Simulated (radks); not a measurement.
Neutral argon inside a hard spherical wall (all orbitals vanish at R), configuration held at [Ar] and not refilled when levels cross. Method: non-relativistic Kohn-Sham, PBE, spin-unpolarised, spherical densities, point nucleus; computed with a radial shooting solver on a logarithmic mesh with Libxc functionals. Eigenvalues in eV, with the zero of energy where the potential of the charges vanishes at infinity; a dash marks a level that is unbound or too diffuse for the functional's potential to be trusted. A positive occupied level is held by the wall or, in an anion where self-interaction has pushed it up, behind a barrier. The pressure on the wall is -dE/dV.

R (bohr)  E (hartree)  kinetic (hartree)    e(2s)    e(2p)    e(3s)    e(3p)  e(4s, empty)  e(4p, empty)  pressure (GPa)
free       -527.34613            526.733  -294.73  -229.77  -24.061  -10.286             -             -               0
20         -527.34613            526.733  -294.73  -229.77  -24.061  -10.286             -             -        < 0.0001
15         -527.34613            526.733  -294.73  -229.77  -24.061  -10.286             -             -        < 0.0001
7          -527.34557            526.739  -294.68  -229.72  -24.025  -10.251         1.647         4.432          0.0465
6          -527.34293            526.763  -294.53  -229.57  -23.911  -10.137         3.333         6.950           0.363
5          -527.32764            526.876  -293.93  -228.96  -23.475   -9.684         7.076        12.035            3.06
4          -527.23425            527.438  -291.58  -226.59  -21.856   -7.925        16.627        23.743            30.2
2          -521.00173            549.462  -245.51  -179.37   17.570   35.877        173.13        183.46            8530
